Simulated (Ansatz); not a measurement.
C2H6GeSi, SMILES `C=[CH][Ge][SiH3]` (excited triplet; C–C–Ge–Si torsion 0°) (charge 0, multiplicity 3). This triplet is an excited state, 0.92 eV above the relaxed singlet at the level B3LYP/cc-pVTZ // PBE0-D3(BJ)/def2-TZVP (Ansatz, a first-principles code).

Calculation: LC-ωPBE/cc-pVTZ // PBE0-D3(BJ)/def2-TZVP in Ansatz.

Ansatz 0.2 input:
```yaml
crystal:
  periodic: [false, false, false]
  atoms:
    - { symbol: C, position_ang: [1.809999, -0.655077, 0.319963] }
    - { symbol: C, position_ang: [1.579283, 0.135644, -0.73368] }
    - { symbol: Ge, position_ang: [-0.147509, 0.853014, -1.170339] }
    - { symbol: Si, position_ang: [-2.056878, 0.380318, 0.156329] }
    - { symbol: H, position_ang: [1.025524, -0.950247, 1.010607] }
    - { symbol: H, position_ang: [2.803996, -1.039363, 0.531346] }
    - { symbol: H, position_ang: [2.402658, 0.399421, -1.392225] }
    - { symbol: H, position_ang: [-3.193025, 1.115558, -0.452529] }
    - { symbol: H, position_ang: [-1.863862, 0.838052, 1.56003] }
    - { symbol: H, position_ang: [-2.360186, -1.07732, 0.170498] }
basis:
  gaussian: { orbitals: cc-pVTZ }
hamiltonian:
  xc: lc_wpbe
magnetization:
  spin_polarized: true
  initial_magnetization: 2
```

Output:

```
Functional definition: LC-wPBE
1320 factors; their error is unknown
427 factors; integrals over basis functions are off by at most 2.5e-5 eV
mean field evaluation 1: about -66548.2422 eV, gradient 3.5e1 eV
mean field evaluation 2: about -66547.6465 eV, gradient 3.8e1 eV
mean field evaluation 4: about -66555.3758 eV, gradient 1.9e0 eV
mean field evaluation 8: about -66555.4880 eV, gradient 1.7e-1 eV
mean field evaluation 16: about -66555.4540 eV, gradient 3.1e-3 eV
mean field -66555.45403797 eV, -2445.8678229882 hartree, gradient 3.9e-5 eV, S^2 2.028673; 0 other end points of the search recorded, 0 dependent functions left out
reference -66555.45403797 eV, -2445.8678229885 hartree; 33, 31 occupied and 188, 190 virtual orbitals, 1320 factors
Total energy: -66555.45403797 eV, -2445.8678229885 hartree
```
